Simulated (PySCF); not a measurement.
Computed shifts of a molecule C2H4F2Si, HF/pcSseg-1 in PySCF, GIAO, gas phase, atoms alike by connectivity averaged where their shifts nearly agree, in ppm (number of nuclei): ¹³C: 173.3 (1), 124.2 (1). ¹⁹F: -108.8 (1), -182.6 (1). ²⁹Si: -26.2 (1). ¹H: 6.39 (1), 6.11 (1), 4.97 (2). References: ¹³C against TMS (σ = 192.6 ppm); ¹⁹F against CFCl3 (σ = 238.5 ppm); ²⁹Si against TMS (σ = 393.8 ppm); ¹H against TMS (σ = 31.99 ppm), references at their B3LYP-D3(BJ)/def2-TZVP geometries, non-relativistic. Coordinates come from a TPSSh-D3(BJ)/def2-SVP optimisation. Other conformers were not sampled.

Pick the molecule that these values belong to.
A. C=C(F)[SiH2]F
B. F/C=C(/F)[SiH3]
C. FC(F)=C[SiH3]
D. C=C[SiH](F)F

A, C=C(F)[SiH2]F
